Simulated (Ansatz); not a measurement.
Cost and result up the ladder for Hg₄O₅ (9 atoms). Total charge 0; singlet. Geometry: B3LYP-D4/def2-SVP.

```xyz
9

Hg   -0.7447   -1.9343    0.8188
Hg   -1.4140    0.7199    2.0888
Hg   -0.0763    1.2730   -0.5649
Hg    2.8676    2.5007   -1.7080
O    -1.6082   -1.2590    2.5357
O    -0.8790    2.3413    0.9809
O     1.1234   -1.2460   -1.2176
O     0.5835   -0.1556   -1.9206
O     0.1478   -2.2401   -1.0131
```

Ansatz on 4 threads of Arm Neoverse V2 on a shared host. Times are rough, and most runs start from the orbitals of an earlier one. ωB97X-V/def2-TZVP serves as the yardstick here, not as an exact answer. Differences are given only for rows in sets of like size (and for xTB, whose basis is part of the method), since another set adds its own error. Binding counts from free atoms at the same level (Hg singlet, O triplet; other spins of the atoms weren't run), without zero-point energy or a counterpoise term.

In the def2 sets Hg takes a core potential; there is no spin–orbit coupling. Correlated methods freeze 5 core orbitals; core or outer-core shells of Hg are correlated, in sets that lack core-valence functions. The structure holds 2 bonds between oxygen atoms, so isomers without such links may lie far lower. Another isomer (singlet) lies 0.05 eV lower at PBE0-D4/def2-TZVP; other spin states weren't run for this one.

Correlated methods converge slowly with the basis.

```json
{"level": "PBE-D4/def2-SVP", "functions": "198", "wall time": "4.5 s", "binding energy per atom (eV)": "1.70", "difference from ωB97X-V/def2-TZVP (eV)": "–"}
{"level": "PBE0-D4/def2-SVP", "functions": "198", "wall time": "7.5 s", "binding energy per atom (eV)": "1.32", "difference from ωB97X-V/def2-TZVP (eV)": "–"}
{"level": "PBE-D4/def2-TZVP (with forces)", "functions": "327", "wall time": "11 s", "binding energy per atom (eV)": "1.72", "difference from ωB97X-V/def2-TZVP (eV)": "0.28"}
{"level": "r2SCAN-D4/def2-TZVP", "functions": "327", "wall time": "17 s", "binding energy per atom (eV)": "1.53", "difference from ωB97X-V/def2-TZVP (eV)": "0.09"}
{"level": "PBE0-D4/def2-TZVP", "functions": "327", "wall time": "22 s", "binding energy per atom (eV)": "1.38", "difference from ωB97X-V/def2-TZVP (eV)": "-0.07"}
{"level": "MP2/def2-TZVP", "functions": "327", "wall time": "23 s", "binding energy per atom (eV)": "1.45", "difference from ωB97X-V/def2-TZVP (eV)": "0.00"}
{"level": "r2SCANh-D4/def2-TZVP", "functions": "327", "wall time": "25 s", "binding energy per atom (eV)": "1.40", "difference from ωB97X-V/def2-TZVP (eV)": "-0.04"}
{"level": "RPA@PBE/def2-TZVP", "functions": "327", "wall time": "34 s", "binding energy per atom (eV)": "1.16", "difference from ωB97X-V/def2-TZVP (eV)": "-0.28"}
{"level": "B97M-V/def2-TZVP", "functions": "327", "wall time": "35 s", "binding energy per atom (eV)": "1.47", "difference from ωB97X-V/def2-TZVP (eV)": "0.03"}
{"level": "ωB97X-V/def2-TZVP", "functions": "327", "wall time": "41 s", "binding energy per atom (eV)": "1.44", "difference from ωB97X-V/def2-TZVP (eV)": "0.00"}
```
